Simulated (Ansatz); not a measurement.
Total energies of Ge(CCH)H3 (C₂H₄Ge) from Ansatz at r2SCAN-D4/def2-TZVP, gas phase (1 Eh = 27.2114 eV = 2625.5 kJ/mol). The reference geometry is relaxed at r2SCAN-D4/def2-TZVP.

| state | geometry | energy (Eh) |
| --- | --- | --- |
| charge 0 singlet | reference | -2155.50865 |
| charge 1 doublet | reference | -2155.13008 |
| free Ge atom (triplet) | – | -2076.90335 |
| free C atom (triplet) | – | -37.83292 |
| free H atom (doublet) | – | -0.49993 |

Work out the vertical ionisation energy to the doublet.

E(charge 1 doublet) − E(charge 0 singlet) = -2155.13008 − (-2155.50865) = 0.37857 Eh = 10.30 eV. For comparison, −ε of the highest occupied level is 7.20 eV at this level, 3.10 eV less.

What is the binding energy per atom against free atoms?

Atoms: 1 × (-2076.90335) + 2 × (-37.83292) + 4 × (-0.49993) = -2154.56891 Eh. Binding: -2154.56891 − (-2155.50865) = 0.93974 Eh = 25.57 eV, or 3.65 eV for each of 7 atoms (no zero-point energy, no counterpoise term).
